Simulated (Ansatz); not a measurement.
`[BH2][GeH2][BH]N` + `N[SiH2]CO` → `BN[SiH2]CO` + `N[BH][GeH3]`  (cleavage of the B–Ge bond)

Program: Ansatz. Geometries: PBE0-D4/def2-TZVP. ΔE: electronic, gas phase. CCSD(T)/CBS adds triple-zeta CCSD(T) − MP2 to the extrapolated MP2 energy (def2 sets, frozen cores). Functionals use def2-TZVPP. B3LYP here is the variant with VWN-RPA as its local correlation; programs differ in this. For Ge outer-core shells are correlated without core-valence functions, which leaves a few kJ/mol of doubt a bond. Scalar relativity is left out up to krypton. One conformer a species, not always the lowest.

`[BH2][GeH2][BH]N`:

Cartesian coordinates in Å:
```
B 0.348 -2.061 -0.813
Ge 1.022 -0.297 -0.027
B -0.591 0.690 0.828
N -1.079 1.852 0.257
H -0.002 -2.136 -1.954
H 0.223 -3.029 -0.123
H 1.659 0.610 -1.109
H 2.093 -0.540 1.057
H -1.130 0.271 1.812
H -1.860 2.363 0.636
H -0.682 2.277 -0.565
```

`N[SiH2]CO`:

Cartesian coordinates in Å:
```
N 1.318 0.836 -0.098
Si 0.488 -0.570 0.481
C -1.221 -0.478 -0.306
O -1.717 0.849 -0.225
H 1.932 1.329 0.530
H 1.698 0.846 -1.032
H 0.423 -0.421 1.958
H 1.144 -1.868 0.142
H -1.184 -0.826 -1.351
H -1.927 -1.134 0.212
H -0.956 1.438 -0.310
```

`BN[SiH2]CO`:

Z-matrix (Å, degrees):
```
Si
N 1 1.749
C 1 1.886 2 112.1
H 1 1.489 2 109.8 3 -119.0
H 1 1.486 2 107.8 3 121.9
B 2 1.398 1 124.8 3 70.9
H 2 1.010 1 117.4 3 -107.7
O 3 1.423 1 111.0 2 -172.6
H 3 1.093 1 110.2 2 69.8
H 3 1.099 1 110.8 2 -47.7
H 6 1.201 2 118.4 1 1.7
H 6 1.197 2 120.4 1 -178.4
H 8 0.961 3 108.4 1 61.7
```

`N[BH][GeH3]`:

```xyz
9

N    -0.800    0.936   -1.103
B     0.326    0.216   -0.744
Ge    0.415   -0.740    1.083
H    -1.612    1.031   -0.514
H    -0.886    1.417   -1.983
H     1.236    0.168   -1.522
H     0.602   -2.263    0.929
H    -0.873   -0.526    1.912
H     1.592   -0.239    1.942
```

Is it downhill or uphill in electronic energy at CCSD(T)/CBS, and by how much? (An estimate is asked.)

The calculation gave: Downhill: ΔE = -140.2 kJ/mol.

What do these levels give: PBE-D4, PBE0-D4, B3LYP-D4, B2PLYP, PBE0, MP2/def2-TZVPP, SCS-MP2/def2-TZVPP, CCSD(T)/def2-TZVPP, HF/def2-QZVPP, MP2/def2-QZVPP, SCS-MP2/def2-QZVPP, CCSD/CBS(def2)? (Best estimate.)

Computed: PBE-D4 -138.7, PBE0-D4 -140.3, B3LYP-D4 -147.5, B2PLYP -147.8, PBE0 -140.3, MP2/def2-TZVPP -145.7, SCS-MP2/def2-TZVPP -147.5, CCSD(T)/def2-TZVPP -143.8, HF/def2-QZVPP -153.8, MP2/def2-QZVPP -144.0, SCS-MP2/def2-QZVPP -146.3, CCSD/CBS(def2) -140.2 kJ/mol.

Largest T1 diagnostic among the species: 0.014.

In def2-TZVPP, CCSD(T) changes the Hartree–Fock value by +8.8 kJ/mol (the triples alone add +0.0 kJ/mol) and MP2 by +7.0 kJ/mol.
